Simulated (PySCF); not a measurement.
C5H2FNO.
Cartesian coordinates in Å at the PBE0-D3(BJ)/def2-SVP level; atoms count from 1:
```xyz
10
C5H2FNO angstrom
C      3.2333    0.0041   -0.9462
N      2.0998    0.0053   -0.6193
C      0.8056    0.0054   -0.2393
C     -0.0893   -0.9989   -0.0025
C     -1.3116   -0.3598    0.3744
C     -1.0322    0.9703    0.3275
F     -1.7577    2.0209    0.5690
O      0.2235    1.2203   -0.0366
H      0.1092   -2.0637   -0.0905
H     -2.2598   -0.8166    0.6423
```

The calculation used PBE0-D3(BJ)/def2-SVP geometry optimisation, gas phase (PySCF 2.14.0).

Take the most abundant isotopes and a rigid rotor. 

(1) What are A, B and C (GHz)?

(2) Classify the top.

(3) What does the inertial defect say?

(4) Where do the levels up to J = 5 lie, in K?

(5) Predict some low-J microwave lines.

(6) Estimate the classical rotational partition function at 200 K, 298.15 K and 500 K.

Results:

(1) Ia = 82.34, Ib = 342.75, Ic = 425.09 u·Å²; 505379 MHz·u·Å²/I gives 6138, 1474 and 1189 MHz, that is A = 6.1376, B = 1.4745, C = 1.1889 GHz.

(2) An asymmetric top. Ray's parameter κ = (2B − A − C)/(A − C) = -0.885; −1 is the prolate and +1 the oblate limit.

(3) Planar: Δ = Ic − Ia − Ib = 0.00 u·Å². For a rigid frame Δ = −2 Σ m c², so it vanishes when all atoms lie in the ab plane; here none is more than 0.01 Å from it.

(4) Above 0(0,0), as E/k:
J = 1: 1(0,1) 0.128, 1(1,1) 0.352, 1(1,0) 0.365
J = 2: 2(0,2) 0.383, 2(1,2) 0.594, 2(1,1) 0.635, 2(2,1) 1.306, 2(2,0) 1.307
J = 3: 3(0,3) 0.764, 3(1,3) 0.956, 3(1,2) 1.038, 3(2,2) 1.690, 3(2,1) 1.693, 3(3,1) 2.843, 3(3,0) 2.843
J = 4: 4(0,4) 1.269, 4(1,4) 1.439, 4(1,3) 1.576, 4(2,3) 2.200, 4(2,2) 2.209, 4(3,2) 3.356, 4(3,1) 3.356, 4(4,1) 4.969, 4(4,0) 4.969
J = 5: 5(0,5) 1.896, 5(1,5) 2.041, 5(1,4) 2.246, 5(2,4) 2.838, 5(2,3) 2.859, 5(3,3) 3.997, 5(3,2) 3.997, 5(4,2) 5.610, 5(4,1) 5.610, 5(5,1) 7.684, 5(5,0) 7.684
Those of J = 1 are B + C, A + C and A + B.

(5) The dipole components are |μa| = 2.67 D, |μb| = 2.39 D, |μc| = 0.00 D; the mirror of this Cs structure is the ab plane, so μc vanishes by symmetry and there are no c-type lines. Intensities carry the squares of the components, which stand as 1.00 : 0.80 (a : b). Some lines, for components of 0.1 D or more:

```
type  branch         J(Ka,Kc)    MHz  lower level (cm⁻¹)
   b       R  2(0,2) ← 1(1,1)    651               0.244
   a       R  1(0,1) ← 0(0,0)   2663               0.000
   a       Q  4(1,3) ← 4(1,4)   2854               1.000
   b       Q  1(1,0) ← 1(0,1)   4949               0.089
   b       Q  2(1,1) ← 2(0,2)   5247               0.266
   a       R  2(0,2) ← 1(0,1)   5314               0.089
   a       R  2(1,1) ← 1(1,0)   5612               0.254
   b       Q  3(1,2) ← 3(0,3)   5718               0.531
   b       Q  4(1,3) ← 4(0,4)   6388               0.882
   b       R  4(0,4) ← 3(1,3)   6523               0.665
   a       R  4(2,3) ← 3(2,2)  10644               1.174
   a       R  4(3,2) ← 3(3,1)  10678               1.976
   a       R  4(1,3) ← 3(1,2)  11198               0.722
   b       Q  3(2,1) ← 3(1,2)  13632               0.722
   b       Q  2(2,1) ← 2(1,2)  14846               0.413
   b       Q  3(2,2) ← 3(1,3)  15282               0.665
   b       Q  4(2,3) ← 4(1,4)  15868               1.000
   b       R  2(2,1) ← 1(1,0)  19602               0.254
   b       R  4(2,3) ← 3(1,2)  24213               0.722
   b       R  3(3,0) ← 2(2,1)  32028               0.908
   b       R  4(4,0) ← 3(3,1)  44297               1.976
```

(6) Point group Cs, symmetry number σ = 1; q = (√π/σ)·√((kT/h)³/(ABC)), k/h = 20836.6 MHz/K: 145000 at 200 K, 265000 at 298.15 K, 575000 at 500 K.

No frequency check. No vibrational averaging or centrifugal distortion is included, and the geometry carries the error of its method. Quadrupole hyperfine structure (14N) is left out.

On one thread of an Intel Xeon 6975P-C, on a shared host, this took 40 s wall and 0.62 GiB of memory at its peak. That covers the optimisation of the geometry.
